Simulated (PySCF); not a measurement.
C6H5 (SMILES [c]1ccccc1), doublet, at a GFN2-xTB geometry. Base run: BLYP/6-31G (PySCF).

The PySCF input:
```python
from pyscf import gto, scf, dft

mol = gto.Mole()
mol.atom = '''
    C    -1.350904    0.343212    0.019626
    C    -0.443252    1.360341    0.008997
    C     0.906341    1.011455   -0.010622
    C     1.272136   -0.323200   -0.018481
    C     0.313700   -1.321420   -0.007103
    C    -1.038761   -0.983819    0.012533
    H    -0.741357    2.398024    0.015300
    H     1.658224    1.787840   -0.019562
    H     2.319680   -0.589340   -0.033700
    H     0.603863   -2.362548   -0.013302
    H    -1.795977   -1.753387    0.021562
'''
mol.basis = '6-31g'
mol.charge = 0
mol.spin = 1
mol.verbose = 4
mol.build()

mf = dft.UKS(mol)
mf.xc = 'blyp'
mf.kernel()
```

Variants of this job, named by their change:

| change | ΔE vs base (µEh) | grid points | electrons on the grid |
|---|---|---|---|
| base | 0.0 | 133752 | 41.00005 |
| grids.atom_grid = (75, 302) | 0.0 | 158904 | 41.00005 |
| grids.becke_scheme = stratmann | 0.1 | 133752 | 41.00005 |
| grids.level = 2 | 0.3 | 94112 | 41.00005 |
| grids.prune = off | 0.1 | 211400 | 41.00005 |
| grids.level = 1 | -2.8 | 43440 | 41.00022 |
| grids.level = 5 | -1.3 | 375568 | 41.00000 |
| grids.atom_grid = (99, 590) | -0.9 | 354072 | 41.00001 |
| grids.atom_grid = (30, 110) | 191 | 27048 | 41.00095 |
| grids.radi_method = mura_knowles | 0.0 | 126192 | 41.00005 |
| grids.level = 4 | -0.9 | 250192 | 41.00001 |

Open shells are given as the SCF converged; they aren't shown to be the lowest states, and a large step between rows can be another state.
